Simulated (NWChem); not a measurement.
All runs are NWChem calculations. System: C$_{2}$H$_{8}$Si, charge 0, spin multiplicity 1, at a geometry optimised with B3LYP/def2-SVP. The structure started from a generated list of species. Level: MP2/def2-TZVP, 7 core orbitals frozen.

Input file:

```
start mol
memory heap 200 mb stack 900 mb global 1100 mb
geometry units angstroms nocenter noautoz
  Si     0.000000     0.000000    -0.548983
  C     -1.563031     0.000000     0.512365
  C      1.563031     0.000000     0.512365
  H      0.000000     1.206373    -1.434822
  H      0.000000    -1.206373    -1.434822
  H     -1.602188    -0.891199     1.160074
  H     -2.467900     0.000000    -0.116632
  H     -1.602188     0.891199     1.160074
  H      2.467900     0.000000    -0.116632
  H      1.602188    -0.891199     1.160074
  H      1.602188     0.891199     1.160074
  symmetry group C2v
end
basis spherical
  * library def2-tzvp
end
scf
  rhf
  nopen 0
  maxiter 100
  thresh 1e-7
  semidirect memsize 60000000 filesize 0
end
mp2
  freeze core 7
end
task mp2 energy
```

NWChem printed:

```
             Northwest Computational Chemistry Package (NWChem) 7.3.0
             --------------------------------------------------------

                                NWChem Input Module
                                -------------------

 Scaling coordinates for geometry "geometry" by  1.889725989
 (inverse scale =  0.529177249)

 Turning off AUTOSYM since
 SYMMETRY directive was detected!

                             Geometry "geometry" -> ""
                             -------------------------

 Output coordinates in angstroms (scale by  1.889725989 to convert to a.u.)

  No.       Tag          Charge          X              Y              Z
 ---- ---------------- ---------- -------------- -------------- --------------
    1 Si                  14.0000     0.00000000     0.00000000    -0.54898300
    2 C                    6.0000    -1.56303100     0.00000000     0.51236500
    3 C                    6.0000     1.56303100     0.00000000     0.51236500
    4 H                    1.0000     0.00000000     1.20637300    -1.43482200
    5 H                    1.0000     0.00000000    -1.20637300    -1.43482200
    6 H                    1.0000    -1.60218800    -0.89119900     1.16007400
    7 H                    1.0000    -2.46790000     0.00000000    -0.11663200
    8 H                    1.0000    -1.60218800     0.89119900     1.16007400
    9 H                    1.0000     2.46790000     0.00000000    -0.11663200
   10 H                    1.0000     1.60218800    -0.89119900     1.16007400
   11 H                    1.0000     1.60218800     0.89119900     1.16007400

 Effective nuclear repulsion energy (a.u.)     113.1646895832

            Nuclear Dipole moment (a.u.)
            ----------------------------
        X                 Y               Z
 ---------------- ---------------- ----------------
     0.0000000000     0.0000000000     0.0000113384

      Symmetry information
      --------------------

 Group name             C2v
 Group number             16
 Group order               4
 No. of unique centers     5

      Symmetry unique atoms

     1    2    4    6    7


 Summary of "ao basis" -> "" (spherical)
 ------------------------------------------------------------------------------
       Tag                 Description            Shells   Functions and Types
 ---------------- ------------------------------  ------  ---------------------
 *                         def2-tzvp                  on all atoms

 Summary of "ao basis" -> "ao basis" (spherical)
 ------------------------------------------------------------------------------
       Tag                 Description            Shells   Functions and Types
 ---------------- ------------------------------  ------  ---------------------
 Si                        def2-tzvp                13       37   5s5p2d1f
 C                         def2-tzvp                11       31   5s3p2d1f
 H                         def2-tzvp                 4        6   3s1p

                                 NWChem SCF Module
                                 -----------------

  ao basis        = "ao basis"
  functions       =   147
  atoms           =    11
  closed shells   =    17
  open shells     =     0
  charge          =   0.00
  wavefunction    = RHF
  use symmetry    = T
  symmetry adapt  = T

 Summary of "ao basis" -> "ao basis" (spherical)
 ------------------------------------------------------------------------------
       Tag                 Description            Shells   Functions and Types
[...]
   Bfn.  Coefficient  Atom+Function         Bfn.  Coefficient  Atom+Function
  ----- ------------  ---------------      ----- ------------  ---------------
    42      3.930643   2 C  s                73     -3.930643   3 C  s
    18      2.466026   1 Si px              120     -0.853724   7 H  s
   132      0.853724   9 H  s               114     -0.766278   6 H  s
   126     -0.766278   8 H  s               138      0.766278  10 H  s
   144      0.766278  11 H  s                15      0.549082   1 Si px

 Vector   20  Occ=0.000000D+00  E= 1.675801D-01  Symmetry=a1
              MO Center= -3.6D-14, -3.6D-15, -1.4D+00, r^2= 7.6D+00
   Bfn.  Coefficient  Atom+Function         Bfn.  Coefficient  Atom+Function
  ----- ------------  ---------------      ----- ------------  ---------------
     5      2.598632   1 Si s                20      2.450407   1 Si pz
   120     -1.615665   7 H  s               132     -1.615665   9 H  s
    49     -1.478359   2 C  px               80      1.478359   3 C  px
   114     -0.371728   6 H  s               126     -0.371728   8 H  s
   138     -0.371728  10 H  s               144     -0.371728  11 H  s

 center of mass
 --------------
 x =  -0.00000000 y =   0.00000000 z =  -0.04761117

 moments of inertia (a.u.)
 ------------------
         108.673185299361           0.000000000000           0.000000000000
           0.000000000000         376.942543841273           0.000000000000
           0.000000000000           0.000000000000         312.088102054602

  Mulliken analysis of the total density
  --------------------------------------

    Atom       Charge   Shell Charges
 -----------   ------   -------------------------------------------------------
    1 Si  14    13.55   2.00  0.58  1.39  0.78  0.43  4.12  1.73  0.53  1.32  0.25  0.16  0.22  0.04
    2 C    6     6.51   0.85  1.12  0.46  0.71  0.06  1.24  1.52  0.48  0.01  0.03  0.00
    3 C    6     6.51   0.85  1.12  0.46  0.71  0.06  1.24  1.52  0.48  0.01  0.03  0.00
    4 H    1     1.07   0.24  0.57  0.26  0.01
    5 H    1     1.07   0.24  0.57  0.26  0.01
    6 H    1     0.88   0.26  0.49  0.11  0.02
    7 H    1     0.88   0.26  0.49  0.11  0.02
    8 H    1     0.88   0.26  0.49  0.11  0.02
    9 H    1     0.88   0.26  0.49  0.11  0.02
   10 H    1     0.88   0.26  0.49  0.11  0.02
   11 H    1     0.88   0.26  0.49  0.11  0.02

       Multipole analysis of the density wrt the origin
       ------------------------------------------------

     L   x y z        total         open         nuclear
     -   - - -        -----         ----         -------
     0   0 0 0     -0.000000      0.000000     34.000000

     1   1 0 0      0.000000      0.000000      0.000000
     1   0 1 0     -0.000000      0.000000      0.000000
     1   0 0 1      0.277570      0.000000      0.000011

     2   2 0 0    -21.877735      0.000000    184.859277
     2   1 1 0     -0.000000      0.000000      0.000000
     2   1 0 1      0.000000      0.000000      0.000000
     2   0 2 0    -22.286160      0.000000     21.739262
     2   0 1 1     -0.000000      0.000000      0.000000
     2   0 0 2    -22.796954      0.000000     60.341304

                   NWChem MP2 Semi-direct Energy/Gradient Module
                   ---------------------------------------------

  Basis functions       =    147
  Molecular orbitals    =    147
  Frozen core           =      7
  Frozen virtuals       =      0
  Active alpha occupied =     10
  Active beta occupied  =     10
  Active alpha virtual  =    130
  Active beta virtual   =    130
  Use MO symmetry       = T
  Use skeleton AO sym   = T

  AO/Fock/Back tols     =   1.0D-09  1.0D-09  1.0D-09

 GA uses MA = F    GA memory limited = T

 Available:
  local mem=  1.26D+08
 global mem=  1.44D+08
 local disk=  0.00D+00
  mp2_memr nvloc                   130
  nvloc new                   130
   1 passes of  10:        5242880                     109056                  46995072.
   1 passes of  10: M    126148277           G      144135982           F     120905397.

 Semi-direct pass number   1 of   1  for RHF alpha+beta  at        3.0s
  vrange nnbf                 10624
  mp2_eaftype                   179  avail_ma_in_mb                  1099
 EAF : mp2_eaftype filesize         179   23497536.
  mp2_eaf for mointskh                    179
Node 0 wrote    110.5 Mb in      0.0 s     Agg I/O rate:  3946.6 Mb/s
 Done moints_semi at       10.0s
  mp2_eaftype                   179  avail_ma_in_mb                   920
 EAF : mp2_eaftype filesize         179   23497536.
  mp2_eaf for kh                   179
 Done maket at       10.3s
 Done multipass loop at       10.3s

          -------------------------------------------
          SCF energy                -369.380863272503
          Correlation energy          -0.470478402929
          Singlet pairs               -0.329906158668
          Triplet pairs               -0.140572244261
          Total MP2 energy          -369.851341675432
          -------------------------------------------

          ---------------------------------------------------
                    Spin Component Scaled (SCS) MP2
          Same spin pairs                     -0.093714829507
          Same spin scaling factor             0.333333333333
          Opposite spin pairs                 -0.376763573422
          Opposite spin scaling fact.          1.200000000000
          SCS-MP2 correlation energy          -0.483354564609
          Total SCS-MP2 energy              -369.864217837112
          ---------------------------------------------------

 -----------------------
 Performance information
 -----------------------

 Timer overhead =  1.56D-07 seconds/call

               Nr. of calls         CPU time (s)                 Wall time (s)                GFlops
             ---------------    -------------------     ------------------------------   -------------------
Name         Min   Avg   Max    Min     Avg     Max     Min     Avg     Max   Mx/calls   Min     Max     Sum
mp2: moin     1     1     1    7.0     7.0     7.0      7.0     7.0     7.0     7.0      0.0     0.0     0.0
mp2: make     1     1     1   0.28    0.28    0.28     0.28    0.28    0.28    0.28      0.0     0.0     0.0
mp2: tota     1     1     1    7.4     7.4     7.4      7.4     7.4     7.4     7.4      0.0     0.0     0.0

 The average no. of pstat calls per process was 3.00D+00
 with a timing overhead of 4.67D-07s

 Task  times  cpu:       10.3s     wall:       10.3s

 Total times  cpu:       10.3s     wall:       10.3s
```
